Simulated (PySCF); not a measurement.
Mg2O, SMILES [Mg][O][Mg] (connectivity only; charge and spin as stated), neutral, multiplicity 1.

Coordinates come from a PBE0-D3(BJ)/def2-TZVP optimisation.

The numbers are results of PBE0-D3(BJ)/def2-TZVP in PySCF, not measurements.

Frequencies are harmonic and unscaled.

Modes within 1.5 cm⁻¹ of each other (mostly degenerate sets) share a row, with their intensities summed.

Computed vibrational spectrum:
```tsv
mode	ν (cm⁻¹)	IR (km/mol)	Raman (Å⁴/amu)	depolarisation	moving atoms (share of kinetic energy)
1–2	65	39.2	0.0	–	O 75 %, Mg 25 %
3	468	0.0	83.9	0.56	Mg 100 %
4	863	173.8	0.0	–	O 75 %, Mg 25 %
```
